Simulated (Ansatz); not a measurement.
Ge14H20, a nanocrystal cut from cubic germanium. Total charge 0; singlet. Geometry PBE-D4/def2-SVP; atoms count from 1.

```xyz
34

Ge   -2.834   -2.351    0.076
Ge    3.195    0.594   -1.741
Ge    1.139   -1.973    0.526
Ge   -0.756    0.225   -2.204
Ge   -3.266    1.581    0.625
Ge    0.709    1.952    1.074
Ge   -1.362   -0.618    3.364
Ge    1.364    0.621   -3.364
Ge   -0.712   -1.952   -1.079
Ge   -3.194   -0.596    1.742
Ge    3.266   -1.582   -0.623
Ge    2.834    2.350   -0.074
Ge    0.755   -0.224    2.199
Ge   -1.143    1.972   -0.530
H    -2.800   -3.746    0.770
H    -4.002   -2.353   -0.955
H     4.548    0.845   -2.477
H     1.177   -3.361    1.241
H    -1.928    0.240   -3.237
H    -4.438    1.613   -0.402
H    -3.511    2.708    1.672
H     0.471    3.069    2.139
H    -1.314   -1.993    4.095
H    -1.587    0.490    4.435
H     1.590   -0.482   -4.440
H     1.317    2.000   -4.088
H    -0.475   -3.070   -2.143
H    -4.547   -0.847    2.480
H     3.518   -2.710   -1.668
H     4.432   -1.611    0.410
H     3.998    2.346    0.962
H     2.809    3.745   -0.766
H     1.931   -0.239    3.228
H    -1.183    3.360   -1.245
```

Single mean-field runs in def2-TZVP are fitted with def2-universal-jkfit.

(1) Estimate the Mulliken populations of the heavy atoms from the PBE0/def2-TZVP orbitals of Ansatz.

(2) And the Mayer bond orders between heavy atoms (over 0.3)?

Results:

(1) 
```
atom  charge (e)
 Ge1        0.04
 Ge2       -0.15
 Ge3       -0.08
 Ge4       -0.08
 Ge5        0.04
 Ge6       -0.08
 Ge7        0.04
 Ge8        0.04
 Ge9       -0.08
Ge10       -0.15
Ge11        0.04
Ge12        0.04
Ge13       -0.08
Ge14       -0.08
```
Mulliken values depend strongly on the basis.

(2) Ge1–Ge9 0.86 (2.45 Å); Ge1–Ge10 0.86 (2.45 Å); Ge2–Ge8 0.86 (2.45 Å); Ge2–Ge11 0.86 (2.45 Å); Ge2–Ge12 0.86 (2.45 Å); Ge3–Ge9 0.85 (2.45 Å); Ge3–Ge11 0.86 (2.45 Å); Ge3–Ge13 0.85 (2.45 Å); Ge4–Ge8 0.86 (2.45 Å); Ge4–Ge9 0.85 (2.45 Å); Ge4–Ge14 0.85 (2.45 Å); Ge5–Ge10 0.86 (2.45 Å); Ge5–Ge14 0.86 (2.45 Å); Ge6–Ge12 0.86 (2.45 Å); Ge6–Ge13 0.85 (2.45 Å); Ge6–Ge14 0.85 (2.45 Å); Ge7–Ge10 0.86 (2.45 Å); Ge7–Ge13 0.86 (2.45 Å).
